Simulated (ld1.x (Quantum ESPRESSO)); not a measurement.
# germanium (Ge) TM: all-electron and pseudo phase curves

- Element: Ge
- Generator: ld1.x (Quantum ESPRESSO) 7.5
- Type: norm-conserving Troullier–Martins (Kleinman–Bylander form)
- Functional: LDA (PZ)
- Relativity: fully relativistic
- Frozen core: [Ar]
- Valence charge: 14
- Reference configuration: 3d10 4s2 4p2
- Partial waves: 4p (bound): rc 1.50 bohr; 3d (bound): rc 1.10 bohr; 4s (bound): rc 1.25 bohr
- Local potential: the s channel
- Core correction: none

Open shells are filled in proportion to 2j + 1 (rel_dist='average').

The phase is arctan(r·u′/u) with u = r·R(r), unwrapped; energies in Ry, scanned from -4 to 5 Ry. A pole is an energy at which the radial function vanishes at the test radius. The pseudo phase is shifted by a multiple of π to meet the all-electron one at the reference energy, and phase errors are pseudo minus all-electron; the curves can meet again beyond the range given. Levels narrower than the energy grid can be missing from the lists of poles.

| channel | radius (bohr) | reference energy (Ry) | poles, all-electron | poles, pseudo | unbroken range about the reference energy with phases within 0.05 rad | phase error 1 Ry above the reference energy (rad) |
| --- | --- | --- | --- | --- | --- | --- |
| s | 1.65 | -0.88 | none | 3.15 | below 1.2 | -0.021 |
| p1/2 | 1.65 | -0.31 | none | -3.56 | -2.2 to 0.7 | +0.048 |
| p3/2 | 1.65 | -0.29 | none | none | below 1.8 | +0.015 |
| d3/2 | 1.65 | -2.20 | -1.88 | -1.86 | below 0.1 | +0.020 |
| d5/2 | 1.65 | -2.15 | -1.83 | -1.81 | below 0.2 | +0.020 |

Note: ghost states, extra bound levels that the all-electron valence spectrum of the same l lacks: p3/2 at -179.1 eV, p1/2 at -50.8 eV. A true bound ghost makes a file unfit for plane-wave use.

Phases in the p3/2 channel:

```tsv
E (Ry)	all-electron	pseudo
-4.00	1.249	1.254
-3.76	1.237	1.243
-3.52	1.224	1.230
-3.28	1.210	1.216
-3.04	1.194	1.200
-2.80	1.177	1.182
-2.56	1.158	1.163
-2.32	1.136	1.141
-2.08	1.112	1.116
-1.84	1.084	1.088
-1.60	1.052	1.055
-1.36	1.014	1.017
-1.12	0.970	0.972
-0.88	0.918	0.919
-0.64	0.855	0.855
-0.40	0.778	0.778
-0.16	0.684	0.684
0.08	0.567	0.568
0.32	0.423	0.427
0.56	0.250	0.259
0.80	0.050	0.068
1.04	-0.165	-0.137
1.28	-0.376	-0.338
1.52	-0.567	-0.522
1.76	-0.730	-0.680
2.00	-0.864	-0.812
2.24	-0.972	-0.920
2.48	-1.060	-1.008
2.72	-1.131	-1.080
2.96	-1.191	-1.139
3.20	-1.240	-1.189
3.44	-1.282	-1.232
3.68	-1.318	-1.268
3.92	-1.349	-1.299
4.16	-1.376	-1.326
4.40	-1.400	-1.350
4.64	-1.421	-1.371
4.88	-1.440	-1.390
```
